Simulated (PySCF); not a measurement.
Compound: C₅H₄N₃O (doublet state).
Structure used (GFN2-xTB), in Å, numbered top down from 1:
```xyz
13
C5H4N3O angstrom
C      1.7036   -0.3573   -0.4049
O      0.6041    0.5295   -0.3457
C     -0.5926   -0.0309    0.1853
C     -1.6671    1.0266    0.1863
N     -1.7600    2.1844   -0.1379
C     -1.0818   -1.1536   -0.6146
N     -1.4290   -2.0251   -1.2648
C     -0.4263   -0.4870    1.5651
N     -0.2551   -0.8300    2.6401
H      1.4919   -1.2158   -1.0509
H      1.9877   -0.7117    0.5915
H      2.5173    0.2270   -0.8296
H     -1.0971    2.8445   -0.5378
```

The hyperfine couplings belong to this conformer and change with its torsions.

As a line formula: `COC(C#N)(/[C]=N\[H])C#N` [radical].

The calculation used UKS B3LYP, pcH-1 on C H N O, non-relativistic, mean-field spin-orbit, GIAO in PySCF. Geometry: GFN2-xTB, one conformer, isolated molecule. Couplings are sensitive to structure, and on GFN2-xTB geometries they can be far from those on DFT ones. The SCF solution wasn't tested for stability.

Task: What is the g tensor, term by term?

Result: 
```tsv
Δg (ppm)	1	2	3
relativistic mass correction	-197	-197	-197
gauge correction	18	51	-95
orbital Zeeman/spin–orbit	-2787	-7	1236
total	-2967	-153	945
```

So g = 1.99935, 2.00217, 2.00326 and g_iso = 2.00159; the tensor is rhombic: the two nearest values differ by 28 % of g3 − g1. Axes: g1 points within 2° of the C4–N5 bond.

Task: What effective moment and Curie constant follow for a powder?

Result: With the mean of g² = 4.0064 and S(S+1) = 0.75: μ_eff = √(⟨g²⟩S(S+1)) = 1.733 μB and χT = 0.12505·⟨g²⟩·S(S+1) = 0.376 cm³ K/mol (cgs; spin-Hamiltonian part alone).

Task: Average each term over the three axes. Which is largest in size?

Result: The orbital-Zeeman/spin–orbit term -519, the mass correction -197 and the gauge correction -9 ppm, for a total of -725 ppm. The orbital-Zeeman/spin–orbit term is the largest in size. The mass correction is the same along every axis, so the anisotropy comes from the other two: their spans along these axes are 146 (gauge) and 4024 ppm (orbital Zeeman/spin–orbit).

Task: In a frozen sample, at which fields do the three g values resonate at 9.5, 34, 94 and 263 GHz (hyperfine left aside), and which band first spreads them over more than twice a line width of 0.5 mT?

Result: 
```
band    GHz  B(g3) mT  B(g2) mT  B(g1) mT  spread mT
   X    9.5    338.82    339.01    339.49       0.66
   Q   34.0   1212.63   1213.30   1215.00       2.37
   W   94.0   3352.57   3354.41   3359.13       6.56
   J  263.0   9380.07   9385.21   9398.42      18.35
```

The spread grows in proportion to the frequency. Q band is the first where it exceeds 1.0 mT.

Largest spin populations (Mulliken): C4 (+0.67), N5 (+0.18) and H13 (+0.09).

The HOMO–LUMO gaps are 4.86 eV among the α and 6.12 eV among the β orbitals.
